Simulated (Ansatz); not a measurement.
Born–Oppenheimer molecular dynamics of AlClH5NO2 (10 atoms, charge 0, multiplicity 1). It starts at the highest image of a converged band, a first-order saddle point between two minima.

The calculation used Ansatz 0.2.0, RKS PBE-D4/def2-mTZVP.

* ensemble: NVE (velocity Verlet)
* time step: 0.5 fs
* steps asked: 200
* starting velocities drawn for: 300 K
* seed: 11884

First frame:

```xyz
10
Properties=species:S:1:pos:R:3
Al -0.013 -0.361 0.194
N 0.088 -0.171 2.080
H -0.766 0.040 2.600
H 0.861 0.337 2.513
Cl 1.526 0.603 -0.920
O -1.622 -0.473 -0.414
H -1.884 -0.028 -1.234
O 0.499 -2.130 0.729
H -0.172 -2.826 0.600
H 0.343 -1.581 1.726
```

Task: How far do the bonds stretch over the last three quarters of this one trajectory? (Pairs bonded in most of those frames.)

Result: 
```csv
bond,mean (Å),spread (Å),shortest,longest
Al1–N2,2.233,0.166,1.87,2.43
Al1–Cl5,2.184,0.053,2.08,2.25
Al1–O6,1.731,0.023,1.68,1.76
Al1–O8,1.735,0.066,1.64,1.85
N2–H3,1.029,0.021,0.99,1.07
N2–H4,1.027,0.015,0.99,1.06
N2–H10,1.032,0.041,0.97,1.10
O6–H7,0.973,0.007,0.96,0.99
O8–H9,0.978,0.034,0.93,1.03
```

Pairs bonded in part of these frames only: Al1–N2 81 %.

Mean temperature of the second half: 664 K. The conserved energy stayed within 0.24 meV per atom of its start (net change 0.17 meV per atom), so the integration is sound. The kinetic energy rose, since the run started high on the potential surface and went downhill. A run of 0.1 ps of so small a system gives no equilibrium averages. The orbitals stay closed-shell, which can raise the energy where a bond breaks towards radicals; this wasn't checked here.

Time of the run: 4 min on 4 threads of Arm Neoverse V2, on a shared host, peak memory 0.17 GiB.
